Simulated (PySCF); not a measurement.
C₅H₁₂Si.
Cartesian coordinates in Å at the PBE0-D3(BJ)/def2-SVP level; atoms count from 1:
```xyz
18
C5H12Si angstrom
C     -1.558   -1.243    0.264
C     -0.852    0.047   -0.151
C     -1.702    1.272    0.160
C      0.518    0.146    0.498
C      1.644   -0.767   -0.008
Si     1.950    1.050   -0.289
H     -2.521   -1.360   -0.257
H     -1.761   -1.242    1.348
H     -0.941   -2.126    0.040
H     -0.702    0.008   -1.247
H     -2.692    1.208   -0.319
H     -1.865    1.367    1.247
H     -1.211    2.194   -0.186
H      0.465    0.217    1.594
H      2.227   -1.314    0.740
H      1.404   -1.383   -0.883
H      1.783    1.585   -1.664
H      2.935    1.772    0.556
```

Computed, not measured: core-valence-separated Tamm–Dancoff BHandHLYP/aug-pcX-1 (pcseg-1 on H, def2-SVPD on Si) in PySCF, non-relativistic, gas phase, PBE0-D3(BJ)/def2-SVP geometry. The energies are unshifted.

The lowest roots of each edge with f over 0.003 (five at most, numbered afresh; weaker and dark ones are left out), with transition dipoles (au) in the frame of the coordinates:

```tsv
root	edge	E (eV)	f	μx	μy	μz
1	C	284.63	0.0271	0.0429	0.0381	-0.0243
2	C	284.71	0.0374	-0.0325	-0.0640	0.0146
3	C	285.17	0.0096	0.0217	-0.0295	-0.0057
4	C	285.20	0.0096	0.0225	0.0285	-0.0071
5	C	285.55	0.0148	0.0100	-0.0415	0.0173
```

Problem. Molecules are fixed in this frame and the field points along (1, 1, 0)/√2. What effective strengths 3 f cos²θ do the roots have (θ between field and μ)?

Solution. root 1 (C5): 0.069, root 2 (C4): 0.097, root 3 (C3): 0.001, root 4 (C1): 0.027, root 5 (C5): 0.010. Root 2 is the strongest. Averaged over all orientations cos²θ is 1/3, which gives f back.

One conformer stands for the species.
